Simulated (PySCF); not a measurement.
## Excitation energy of Mg by level of theory

Mg [Ne] 3s2 (1S) → Mg [Ne] 3p2 (3P), as a difference of total energies. All numbers are calculated (PySCF 2.14, no relativity, point nucleus, in aug-cc-pVQZ (7s6p4d3f2g, 84 functions)). Correlated levels: valence: [Ne] frozen. The calculations carry no spin-orbit coupling.

| method | excitation energy (eV) |
| --- | --- |
| UHF | 6.270 |
| LDA | 6.529 |
| PBE | 6.297 |
| PBE0 | 6.412 |
| r2SCAN | 6.154 |
| r2SCAN0 | 6.356 |
| CAM-B3LYP | 7.017 |
| HSE06 | 6.403 |
| MP2 (valence) | 6.794 |
| SCS-MP2 (valence) | 7.021 |

Question: How much does correlation contribute at MP2 (valence)?

Answer: 6.794 − (6.270) = 0.524 eV, measured against UHF.

Errors of the correlated levels include the incompleteness of this basis and the frozen core.

For comparison: 7.173 eV (measured; NIST levels, between the centres of gravity of the two terms).
